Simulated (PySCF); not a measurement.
## Electron affinity of Hf by level of theory

Hf⁻ [Xe] 4f14 5d3 6s2 (4F) → Hf [Xe] 4f14 5d2 6s2 (3F), as a difference of total energies. Calculation: PySCF 2.14, in def2-QZVPPD with the def2 core potential (60 electrons) (7s6p4d3f2g, 84 functions); a scalar-relativistic core potential. Correlated levels: valence: 5s2 5p6 frozen. The calculations carry no spin-orbit coupling.

| method | electron affinity (eV) |
| --- | --- |
| UHF | -1.298 |
| MP2 (valence) | -0.784 |
| SCS-MP2 (valence) | -1.084 |
| CCSD (valence) | -0.617 |
| CCSD(T) (valence) | -0.504 |

The configuration of this anion was assumed by filling the next shell in order. It is not the known or likely ground configuration (Ca⁻, Sr⁻ and Ba⁻, for instance, bind a p electron), so these values are not the electron affinity of the element.

A negative affinity means that the anion lies above the atom at that level of theory.

The coupled-cluster amplitudes are large for Hf⁻ (T1 above 0.03 or a double amplitude above 0.15), so a single reference is strained.
